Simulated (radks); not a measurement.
Q: Coulomb parameter of the 4d shell of the cadmium ion Cd2+ in the model configuration [Kr] 4d9 5s1, as a second difference U = [E(n + 0.5) + E(n - 0.5) - 2 E(n)] / (0.5)^2 with all orbitals relaxed. "Bare": the charge of the atom changes with n. "Screened": the 5s shell takes up the change at fixed total charge, which measures U(4d,4d) + U(5s,5s) - 2 U(4d,5s). All-electron calculation, Dirac Kohn-Sham, PBE, spin-unpolarised, spherical densities, finite nucleus; open shells are shared between the two j in proportion to 2j + 1; Fermi nuclear charge, rms radius 4.6087 fm. Program: a radial shooting solver on a logarithmic mesh with Libxc functionals. Estimate both.

A: U(bare) = 15.039 eV, U(screened by 5s) = 2.611 eV.
